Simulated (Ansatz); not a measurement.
F6Ti, charge -2, singlet, at a GFN2-xTB geometry (such geometries of metal compounds can be far from the true shape) (a gas-phase anion, which may not be bound at this level). Base run: PBE0/def2-SVP (Ansatz, a quantum-chemistry and plane-wave program).

Input for Ansatz:
Ansatz 0.2 input:
```yaml
crystal:
  periodic: [false, false, false]
  atoms:
    - {symbol: Ti, position_ang: [-0.00000000, 0.00000000, 0.00000000]}
    - {symbol: F, position_ang: [1.10350812, -0.45756914, -1.41918531]}
    - {symbol: F, position_ang: [-1.10350812, 0.45756914, 1.41918531]}
    - {symbol: F, position_ang: [-1.17988332, 0.81162927, -1.17911828]}
    - {symbol: F, position_ang: [-0.91177399, -1.60408075, -0.19178056]}
    - {symbol: F, position_ang: [0.91177399, 1.60408075, 0.19178056]}
    - {symbol: F, position_ang: [1.17988332, -0.81162927, 1.17911828]}
basis:
  gaussian:
    orbitals: def2-SVP
hamiltonian:
  xc: pbe0
total_charge: -2
```

The base run was repeated with changes; each row names its change, and settings that it needs were set with it.

| change | basis functions | E (Eh) |
|---|---|---|
| base | 115 | -1447.48190 |
| basis = ANO-RCC-VDZP; relativity = spin-free X2C; nucleus = Gaussian | 118 | -1453.29450 |
| basis = cc-pVDZ-DK; relativity = spin-free X2C; nucleus = Gaussian | 127 | -1453.04695 |
| basis = jorge-DZP-DKH; relativity = none | 133 | -1447.33697 |
| basis = jorge-DZP-DKH; relativity = spin-free X2C | 133 | -1453.15017 |
| basis = cc-pVDZ-DK; relativity = spin-free X2C | 127 | -1453.04895 |
| basis = jorge-DZP-DKH; relativity = spin-free X2C; nucleus = Gaussian | 133 | -1453.14828 |
| basis = ANO-RCC-VDZP; relativity = none | 118 | -1446.66566 |
| basis = ANO-RCC-VDZP; relativity = spin-free X2C | 118 | -1453.29650 |
| basis = cc-pVDZ-DK; relativity = none | 127 | -1446.44128 |

Absolute energies of different levels of theory aren't comparable as measures of quality.

Ansatz warned in this series: the basis is contracted for relativity, which the run leaves out.

A gas-phase anion may not be bound at this level; its values then depend on the basis.

Basis sets contracted for a relativistic Hamiltonian are a mismatch without it, so the rows without relativity aren't non-relativistic limits. No row has spin-orbit coupling; sets with core potentials leave out the core electrons.
